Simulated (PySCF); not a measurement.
Order these species by their calculated properties.

Species are written as SMILES; each is one conformer at its optimised geometry, gas phase, non-relativistic unless stated. Electronic properties by PySCF.

The conformers computed, where there is a choice (atom-mapped SMILES and torsion angles):
- `[CH2:1]=[CH:2][c:3]1[cH:4][cH:5][c:6]([Br:7])[cH:8][cH:9]1`: C1–C2–C3–C4 180°
- `[CH2:1]=[CH:2][CH2:3][CH2:4][C:5]([CH3:6])([CH3:7])/[CH:8]=[N:9]/[CH3:10]`: C1–C2–C3–C4 -118°, C2–C3–C4–C5 -174°, C3–C4–C5–C6 63°, C4–C5–C8–N9 -106°
- `[F:1][CH2:2][C:3]1=[CH:4][CH2:5][O:6][C@H:7]1[F:8]`: F1–C2–C3–C4 6°
- `[CH2:1]=[C:2]=[CH:3][CH2:4][O:5][CH:6]([F:7])[F:8]`: C2–C3–C4–O5 111°, C3–C4–O5–C6 -70°, C4–O5–C6–F7 162°
- `[CH2:1]=[CH:2]/[CH:3]=[CH:4]\[O:5][CH:6]([F:7])[F:8]`: C1–C2–C3–C4 180°, C3–C4–O5–C6 168°, C4–O5–C6–F7 154°

The conformers of `[SiH3]OC1=NCCC1` aren't listed.

**Question.** Rank by smallest rotational constant, lowest first (PBE0-D3(BJ)/def2-SVP).
A. `C=CC1=CC=C(Br)C=C1` (C8H7Br)
B. `C=CCCC(C)(C)/C=N/C` (C9H17N)
C. `FBBr` (BBrFH)
D. `[F][V]([F])([F])[Cl]` (ClF3V) [radical]

**Answer.** A (0.426 GHz), B (0.581 GHz), D (2.067 GHz), C (3.504 GHz).

**Question.** By how much do the two ends of that ranking differ?

**Answer.** By 3.078 GHz, between `FBBr` (BBrFH) and `C=Cc1ccc(Br)cc1`.

**Question.** Rank by lowest singlet excitation, lowest first (TDDFT wB97X-D/def2-SVPD at GFN2-xTB geometries).
A. `C1(=CCO[C@H]1F)CF`
B. `C=C/C=C\OC(F)F`
C. `[SiH3]OC1=NCCC1`
D. `C=C=CCOC(F)F`

**Answer.** B (5.71 eV), D (6.06 eV), C (6.45 eV), A (7.10 eV).

**Question.** By how much do the two ends of that ranking differ?

**Answer.** By 1.39 eV, between `FCC1=CCO[C@H]1F` and `C=C/C=C\OC(F)F`.

**Question.** Rank by HOMO energy, lowest first (wB97X-D/def2-SVPD at GFN2-xTB geometries).
A. `FCC1=CCO[C@H]1F`
B. `C=C/C=C\OC(F)F`
C. `C=C=CCOC(F)F`
D. `[SiH3]OC1=NCCC1`

**Answer.** C (-10.08 eV), A (-9.77 eV), D (-9.26 eV), B (-8.56 eV).

**Question.** Give the two extremes of that set in hartree.

**Answer.** `C=C=CCOC(F)F`: -0.370 Eh; `C=C/C=C\OC(F)F`: -0.315 Eh.

**Question.** Rank by lowest triplet excitation (Tamm–Dancoff), highest first (TDA wB97X-D/def2-SVPD at GFN2-xTB geometries).
A. `C=C/C=C\OC(F)F`
B. `C=C=CCOC(F)F`
C. `C1N=C(O[SiH3])CC1`
D. `FCC1=CCO[C@H]1F`

**Answer.** C (5.14 eV), B (4.76 eV), D (4.50 eV), A (3.23 eV).

**Question.** Rank by static isotropic polarisability, highest first (wB97X-D/def2-SVPD at GFN2-xTB geometries).
A. `FCC1=CCO[C@H]1F`
B. `C=C/C=C\OC(F)F`
C. `[SiH3]OC1=NCCC1`
D. `C=C=CCOC(F)F`

**Answer.** C (80.1 au), B (74.7 au), D (68.9 au), A (61.8 au).

**Question.** Give the two extremes of that set as polarisability volumes in Å³.

**Answer.** `FCC1=CCO[C@H]1F`: 9.16 Å³; `[SiH3]OC1=NCCC1`: 11.86 Å³.

The pairwise dispersion term of wB97X-D wasn't added to the energies; at a given geometry it leaves orbitals and properties as they are.
